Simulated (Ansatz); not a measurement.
`[SiH3][SiH2][SnH3]` + `C[SiH2][SiH](O)O` → `C[SiH2][SnH3]` + `O[SiH](O)[SiH2][SiH3]`  (redistribution)

Gas-phase electronic energies from Ansatz, PBE0-D4/def2-TZVP geometries. CBS: MP2 limit from def2 TZ/QZ plus the TZ coupled-cluster correction, frozen cores. Functionals use def2-TZVPP. B3LYP here is the variant with VWN-RPA as its local correlation; programs differ in this. def2 core potentials past Kr. For Sn outer-core shells are correlated without core-valence functions, which leaves a few kJ/mol of doubt a bond. One conformer a species, not always the lowest.

`[SiH3][SiH2][SnH3]`:

```xyz
11

Si    1.839    0.547   -0.666
Si    0.159   -1.007   -0.201
Sn   -1.896    0.163    0.786
H     3.045   -0.106   -1.243
H     2.228    1.249    0.586
H     1.331    1.554   -1.636
H     0.657   -2.020    0.770
H    -0.236   -1.718   -1.449
H    -2.507    1.319   -0.314
H    -1.481    0.974    2.231
H    -3.140   -0.953    1.136
```

`C[SiH2][SiH](O)O`:

```xyz
13

C    -0.140   -0.331    2.160
Si   -0.433   -1.023    0.441
Si    0.382    0.429   -1.199
O    -0.223    1.910   -0.801
O    -0.127   -0.101   -2.676
H    -0.622    0.644    2.261
H    -0.545   -0.998    2.925
H     0.928   -0.202    2.352
H    -1.889   -1.240    0.208
H     0.248   -2.341    0.288
H     1.875    0.529   -1.260
H     0.098    2.680   -1.273
H     0.449    0.045   -3.426
```

`C[SiH2][SnH3]`:

```xyz
11

C    -1.418    1.122    0.198
Si    0.006    0.146    0.931
Sn    1.294   -1.137   -0.876
H    -1.956    1.662    0.981
H    -2.124    0.459   -0.306
H    -1.055    1.850   -0.530
H    -0.499   -0.830    1.936
H     0.953    1.059    1.631
H     1.931   -0.069   -2.051
H     0.271   -2.239   -1.693
H     2.597   -2.025   -0.221
```

`O[SiH](O)[SiH2][SiH3]`:

Z-matrix (Å, degrees):
```
Si
O 1 1.648
Si 1 2.343 2 103.6
O 1 1.647 2 112.8 3 123.1
H 1 1.486 2 110.7 3 -121.9
H 2 0.959 1 117.8 3 173.6
Si 3 2.338 1 110.3 2 -45.6
H 3 1.491 1 109.5 2 -167.1
H 3 1.493 1 109.4 2 75.1
H 4 0.959 1 117.4 2 -68.0
H 7 1.488 3 111.2 1 -174.3
H 7 1.486 3 109.9 1 65.1
H 7 1.488 3 109.6 1 -54.4
```

| species | B3LYP-D4 energy (Eh) |
| --- | --- |
| `[SiH3][SiH2][SnH3]` | -798.22785 |
| `C[SiH2][SiH](O)O` | -772.62834 |
| `C[SiH2][SnH3]` | -546.84114 |
| `O[SiH](O)[SiH2][SiH3]` | -1024.01680 |

(1) Work out ΔE.

Largest T1 diagnostic among the species: 0.014.

Answers

(1) ΔE = (-546.84114) + (-1024.01680) − (-798.22785) − (-772.62834) = -0.00175 Eh = -1.1 kcal/mol. CCSD(T)/CBS gives -0.9 kcal/mol.
